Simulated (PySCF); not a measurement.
Hf(Cl)2(SH)2 (Cl2H2HfS2), SMILES [SH][Hf]([Cl])([Cl])[SH], multiplicity 1.

Geometry: PBE0-D3(BJ)/def2-SVP. The multiplicity is an assumed one; no other spin state was optimised. The structure was generated by enumeration; whether it is a known compound was not checked. The def2 effective core potentials stand for the cores of Hf; spin–orbit coupling is left out. The values are those of a single conformer.

Level of theory: PBE0-D3(BJ)/def2-SVP (PySCF 2.14.0).

Frequencies are harmonic and unscaled.

Computed harmonic wavenumbers and intensities:
| mode | ν (cm⁻¹) | IR (km/mol) | moving atoms (share of kinetic energy) |
|---|---|---|---|
| 1 | 66 | 4.8 | Cl 38 %, S 34 %, H 25 % |
| 2 | 85 | 0.7 | S 49 %, Cl 33 %, Hf 13 % |
| 3 | 88 | 2.7 | Cl 53 %, S 26 %, Hf 19 % |
| 4 | 93 | 3.8 | S 43 %, Cl 34 %, Hf 19 % |
| 5 | 96 | 1.6 | Cl 48 %, S 41 %, Hf 8 % |
| 6 | 147 | 12.0 | H 70 %, S 18 %, Cl 11 % |
| 7 | 212 | 32.1 | H 94 % |
| 8 | 354 | 12.9 | S 70 %, H 15 % |
| 9 | 364 | 44.6 | S 67 %, Hf 21 %, H 11 % |
| 10 | 378 | 45.2 | Cl 83 %, Hf 14 % |
| 11 | 390 | 78.3 | Cl 71 %, Hf 23 % |
| 12 | 494 | 30.8 | H 80 %, S 16 % |
| 13 | 517 | 22.1 | H 85 %, S 13 % |
| 14 | 2676 | 2.2 | H 97 % |
| 15 | 2680 | 6.8 | H 97 % |
